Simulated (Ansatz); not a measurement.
Reaction (ligand exchange at a B–C bond): `OC(F)BCl` + `N=C=O` → `O=C=NBCl` + `OCF`

Calculated with Ansatz (gas phase, PBE0-D4/def2-TZVP geometries, no zero-point term in ΔE). CCSD(T)/CBS is the MP2 limit (def2-TZVPP, def2-QZVPP) plus CCSD(T) − MP2 in def2-TZVPP, frozen cores. This one scheme is used for every species. DFT in def2-TZVPP. One conformer a species, not always the lowest.

`OC(F)BCl`:

Z-matrix (Å, degrees):
```
C
F 1 1.399
B 1 1.589 2 107.0
O 1 1.377 2 110.4 3 116.5
H 1 1.097 2 105.2 3 -122.5
Cl 3 1.732 1 119.9 2 -120.5
H 3 1.189 1 120.8 2 59.3
H 4 0.962 1 109.9 2 77.4
```

`N=C=O`:

Cartesian coordinates in Å:
```
N -0.328 0.684 -0.102
C -0.056 -0.468 0.141
O 0.071 -1.589 0.412
H 0.314 1.372 -0.451
```

`O=C=NBCl`:

```xyz
6

O     1.168    2.005   -1.235
C     0.817    1.048   -0.685
N     0.543    0.027   -0.115
B    -0.391   -0.827    0.493
Cl   -2.084   -0.387    0.580
H    -0.053   -1.865    0.961
```

`OCF`:

Cartesian coordinates in Å:
```
O -0.123 0.295 -1.034
C 0.236 -0.009 0.253
F -0.061 -1.324 0.554
H -1.082 0.322 -1.098
H -0.288 0.602 0.998
H 1.317 0.114 0.327
```

(1) Is it downhill or uphill in electronic energy at CCSD(T)/CBS, and by how much? (Estimate.)

(2) What do these levels give: revPBE-D4, B97M-V, r2SCANh-D4, revPBE, r2SCAN, MP2/def2-TZVPP? (Estimate.)

Largest T1 diagnostic among the species: 0.018.

Answers

(1) The calculation gave: Downhill: ΔE = -29.4 kcal/mol.

(2) Ansatz gave: revPBE-D4 -28.9, B97M-V -30.8, r2SCANh-D4 -30.4, revPBE -29.2, r2SCAN -30.2, MP2/def2-TZVPP -31.1 kcal/mol.

From PBE to PBE0 (25 % exact exchange), in def2-TZVPP and without D4, ΔE moves by −1.0 kcal/mol. In def2-TZVPP, CCSD(T) changes the Hartree–Fock value by +3.2 kcal/mol (the triples alone add +0.2 kcal/mol) and MP2 by +1.6 kcal/mol. Leaving LDA and LC-ωPBE aside and taking each functional with its dispersion term where it has one, the values, not all of them listed here, spread over 2.7 kcal/mol, from BHLYP-D4 to revPBE-D4.
